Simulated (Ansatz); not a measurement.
Start from `B[SiH2][SiH2][SiH3]` and change one atom or group to get `BS[SiH2][SiH2][SiH3]`.

Ansatz, PBE0-D4/def2-TZVP geometries, multiplicity 1. Each molecule was computed in one conformer, which needn't be the lowest.

```tsv
property	`B[SiH2][SiH2][SiH3]`
HOMO energy (B3LYP/def2-TZVPP) / eV	-7.62
LUMO energy (B3LYP/def2-TZVPP) / eV	-2.69
HOMO–LUMO gap (PBE/def2-TZVPP) / eV	3.37
zero-point energy (PBE0-D4/def2-TZVP) / kJ/mol	206.1
LUMO energy (PBE0/def2-TZVPP) / eV	-2.51
HOMO energy (ωB97M-V/def2-TZVPP) / eV	-9.78
```

Task: What does the change do to each property? (Estimate.)

Result: Ansatz gave: 
```
                                      property  `BS[SiH2][SiH2][SiH3]`  shift
           HOMO energy (B3LYP/def2-TZVPP) / eV                   -7.57   0.05
           LUMO energy (B3LYP/def2-TZVPP) / eV                   -1.77   0.92
           HOMO–LUMO gap (PBE/def2-TZVPP) / eV                    4.22   0.85
zero-point energy (PBE0-D4/def2-TZVP) / kJ/mol                   216.6   10.5
            LUMO energy (PBE0/def2-TZVPP) / eV                   -1.61   0.90
         HOMO energy (ωB97M-V/def2-TZVPP) / eV                   -9.77   0.01
```

With PBE0 the HOMO rises by 0.05 eV and the LUMO rises by 0.90 eV, so the gap widens by about 0.85 eV. PBE moves the HOMO by 0.06 eV and ωB97M-V by 0.01 eV. The zero-point energy changes by 10.5 kJ/mol with +3 modes.

B3LYP here is the variant with VWN-RPA as its local correlation; programs differ in this.
